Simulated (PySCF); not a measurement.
A GIAO shielding run with PySCF 2.14.0 with density-fitted response routines (density fitting, non-relativistic, gas phase) on `C[C@H]1C[Si@H](NC2CC2)C1`, C7H15NSi:

```
$ OMP_NUM_THREADS=1 python probes_run.py task.json out

{"job": {"kind": "nmr", "xc": "PBE0", "basis": "pcSseg-1"}, "charge": 0, "multiplicity": 1}
C     -3.362899     0.507333     0.363299
C     -2.209575    -0.150499    -0.374960
C     -0.965932     0.767141    -0.417042
Si    -0.122546    -0.299437     0.933817
N      1.369226    -1.124274     0.736864
C      2.665133    -0.559979     0.886710
C      3.225352     0.382289    -0.145525
C      2.841784     0.885145     1.214655
C     -1.628530    -1.337691     0.421080
H     -3.711526     1.388874    -0.172373
H     -3.042245     0.810212     1.357866
H     -4.199206    -0.182514     0.464793
H     -2.548753    -0.440952    -1.373593
H     -0.478303     0.734046    -1.391357
H     -1.197089     1.810264    -0.210108
H     -0.145406     0.284390     2.277977
H      1.384215    -1.941446     0.144114
H      3.369613    -1.253495     1.339162
H      2.583755     0.649952    -0.970538
H      4.271667     0.313484    -0.401358
H      1.958735     1.497290     1.287505
H      3.624571     1.158149     1.905883
H     -2.289474    -1.690424     1.207294
H     -1.404302    -2.188095    -0.219556
```

Hardware: 1 thread of an Intel Xeon, shared host. The job also computes population analyses, field gradients, ring-centre shieldings.

Question: How large is the calculation?

Answer: 78 electrons, 235 basis functions and 1232 auxiliary functions.

Question: How long does it take, and how much memory does it need?

Answer: 3.4 min of wall time, with 12 SCF cycles and 4 response iterations; peak memory 1.1 GiB. Times on a shared host scatter by some tens of per cent.
